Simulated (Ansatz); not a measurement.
Species: C6H5, net charge 0, doublet state. It need not be the lowest isomer of its formula. 
Coordinates optimised at B3LYP-D3(BJ)/def2-TZVP (Ansatz, a program for electronic structure):
SMILES: C(C#CC)#C[CH2]
```xyz
11

C      1.9189    -2.2549     1.5672
C      1.1479    -1.3490     0.9374
C      0.4388    -0.5160     0.3584
C     -0.3297     0.3869    -0.2694
C     -1.0266     1.2052    -0.8392
C     -1.8557     2.1814    -1.5154
H      2.6108    -2.8796     1.0163
H      1.8674    -2.3827     2.6413
H     -1.8102     2.0527    -2.5996
H     -2.9005     2.0886    -1.2078
H     -1.5294     3.1989    -1.2838
```
Charge 0, spin multiplicity 2.

Basis-set convergence of Hartree-Fock and MP2 correlation energies (hartree) with Ansatz. Correlated levels leave the core frozen unless marked. Open shells are spin-unrestricted. No spin-orbit coupling. Non-relativistic.

The UHF reference is spin-contaminated (<S^2> 0.64 over the pure value in the largest basis). The T1 diagnostic of CCSD in the largest basis is 0.046, which is high, so the coupled-cluster rows are less sure than usual.

```
basis    functions       E(HF)  E(corr, MP2)
-------  ---------  ----------  ------------
cc-pVDZ        109  -230.00408      -0.69539
cc-pVTZ        250         [?]           [?]
```

Problem. Some entries are withheld; supply them.

Solution. 
- cc-pVTZ, E(HF): -230.06532
- cc-pVTZ, E(corr, MP2): -0.85642
